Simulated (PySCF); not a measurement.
This PySCF input asks for the NMR shieldings of SMILES C(=C)CC(C)(C)BN, C6H14BN; the geometry comes from GFN2-xTB.

```python
import basis_set_exchange as bse
import numpy as np
from pyscf import gto, dft
from pyscf.prop import nmr

atoms = """
C     3.053458    0.458968    0.038202
C     2.038389   -0.308933    0.389525
C     0.727483    0.202142    0.893365
C    -0.448016    0.035851   -0.106618
C    -0.611642   -1.445326   -0.469511
C    -0.120807    0.817660   -1.387208
B    -1.755155    0.668531    0.584292
N    -2.847608   -0.105230    0.909038
H     3.985514    0.051277   -0.317175
H     2.996813    1.533994    0.094424
H     2.135394   -1.384928    0.324688
H     0.471649   -0.332415    1.812826
H     0.823735    1.261882    1.135161
H     0.251406   -1.809872   -1.023239
H    -1.489252   -1.585635   -1.098646
H    -0.723421   -2.054863    0.425976
H     0.014195    1.873561   -1.165420
H    -0.932782    0.722777   -2.105821
H     0.793489    0.444556   -1.846616
H    -1.791139    1.813766    0.836824
H    -2.902134   -1.094515    0.730942
H    -3.679978    0.256139    1.344141
"""
names = dict.fromkeys(["C", "B", "N", "H"], "pcSseg-1")
basis = {el: gto.basis.parse(bse.get_basis(n, elements=[el], fmt="nwchem")) for el, n in names.items()}
mol = gto.M(atom=atoms, basis=basis, charge=0, verbose=0)
mf = dft.RKS(mol, xc="PBE0")
mf.grids.level = 2
mf.grids.alignment = dft.numint.BLKSIZE   # the property module wants whole blocks of grid points
mf.conv_tol = 1e-9
mf.kernel()

calc = nmr.RKS(mf)   # GIAO
C = mf.mo_coeff
Co = C[:, mf.mo_occ > 0]
resp = mf.gen_response(singlet=True, hermi=2)
def vind(x):   # induced exchange potential for any number of trial vectors
    d = np.einsum("pi,xij,qj->xpq", C, 2 * x.reshape(-1, C.shape[1], Co.shape[1]), Co, optimize=True)
    return np.einsum("xpq,pi,qj->xij", resp(d - d.transpose(0, 2, 1)), C, Co, optimize=True).ravel()
mo1, _ = nmr.rhf.solve_mo1(calc, with_cphf=vind)
sigma = calc.kernel(mo1)
for i, s in enumerate(sigma):   # ppm
    print("%2d %-2s %9.2f" % (i, mol.atom_pure_symbol(i), np.trace(s) / 3))
```

Problem. What does it print?

Solution. 
```
 0 C      61.87
 1 C      43.52
 2 C     140.97
 3 C     159.57
 4 C     164.59
 5 C     162.71
 6 B      58.05
 7 N     157.78
 8 H      26.23
 9 H      26.34
10 H      25.53
11 H      29.75
12 H      29.75
13 H      30.68
14 H      30.92
15 H      30.93
16 H      30.95
17 H      31.13
18 H      30.46
19 H      26.95
20 H      27.59
21 H      27.41
```

These numbers come from an equivalent density-fitted implementation of the same equations, which agrees with the script to about 0.01 ppm for H and up to a few tenths of a ppm for heavy atoms, so last digits may differ.

Size and cost of the density-fitted run: 206 basis functions, 85 s wall time on 1 thread of an Arm Neoverse N1, shared host; peak memory 0.94 GiB.
